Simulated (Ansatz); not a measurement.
TiHF3⁻. Charge -1, multiplicity 2. Geometry PBE-D4/def2-TZVP, that of the neutral singlet.

```xyz
5

Ti    0.023    0.053   -0.005
H    -0.652   -1.493    0.149
F     1.295    0.131    1.203
F    -1.295    1.172    0.305
F     0.628    0.137   -1.652
```

At PBE-D4/def2-TZVPD, r2SCAN-D4/def2-TZVPD, PBE0-D4/def2-TZVPD the highest occupied level of the charge -1 doublet lies above zero (up to 2.80 eV). By energy differences its removal costs 0.70 eV (vertical, to the charge 0 singlet, at r2SCAN-D4/def2-TZVPD); a positive level beside a positive removal energy at the same level points to self-interaction error.

Estimate the α-spin orbital energies around the gap (eV) in Ansatz with PBE-D4/def2-TZVPD, r2SCAN-D4/def2-TZVPD, PBE0-D4/def2-TZVPD.


```json
{"orbital": "HOMO−5", "PBE-D4/def2-TZVPD": "-4.58", "r2SCAN-D4/def2-TZVPD": "-4.72", "PBE0-D4/def2-TZVPD": "-6.22"}
{"orbital": "HOMO−4", "PBE-D4/def2-TZVPD": "-4.35", "r2SCAN-D4/def2-TZVPD": "-4.49", "PBE0-D4/def2-TZVPD": "-5.96"}
{"orbital": "HOMO−3", "PBE-D4/def2-TZVPD": "-4.32", "r2SCAN-D4/def2-TZVPD": "-4.47", "PBE0-D4/def2-TZVPD": "-5.94"}
{"orbital": "HOMO−2", "PBE-D4/def2-TZVPD": "-4.10", "r2SCAN-D4/def2-TZVPD": "-4.24", "PBE0-D4/def2-TZVPD": "-5.68"}
{"orbital": "HOMO−1", "PBE-D4/def2-TZVPD": "-1.49", "r2SCAN-D4/def2-TZVPD": "-1.50", "PBE0-D4/def2-TZVPD": "-2.45"}
{"orbital": "HOMO", "PBE-D4/def2-TZVPD": "2.78", "r2SCAN-D4/def2-TZVPD": "2.80", "PBE0-D4/def2-TZVPD": "1.19"}
{"orbital": "LUMO", "PBE-D4/def2-TZVPD": "2.96", "r2SCAN-D4/def2-TZVPD": "3.55", "PBE0-D4/def2-TZVPD": "3.81"}
{"orbital": "LUMO+1", "PBE-D4/def2-TZVPD": "3.19", "r2SCAN-D4/def2-TZVPD": "3.80", "PBE0-D4/def2-TZVPD": "3.87"}
{"orbital": "LUMO+2", "PBE-D4/def2-TZVPD": "3.22", "r2SCAN-D4/def2-TZVPD": "3.85", "PBE0-D4/def2-TZVPD": "3.88"}
{"orbital": "LUMO+3", "PBE-D4/def2-TZVPD": "3.39", "r2SCAN-D4/def2-TZVPD": "3.97", "PBE0-D4/def2-TZVPD": "4.24"}
{"orbital": "LUMO+4", "PBE-D4/def2-TZVPD": "3.46", "r2SCAN-D4/def2-TZVPD": "4.16", "PBE0-D4/def2-TZVPD": "4.89"}
{"orbital": "LUMO+5", "PBE-D4/def2-TZVPD": "4.36", "r2SCAN-D4/def2-TZVPD": "4.96", "PBE0-D4/def2-TZVPD": "5.89"}
{"orbital": "β HOMO", "PBE-D4/def2-TZVPD": "-1.35", "r2SCAN-D4/def2-TZVPD": "-1.35", "PBE0-D4/def2-TZVPD": "-2.32"}
{"orbital": "β LUMO", "PBE-D4/def2-TZVPD": "3.32", "r2SCAN-D4/def2-TZVPD": "4.00", "PBE0-D4/def2-TZVPD": "3.85"}
```
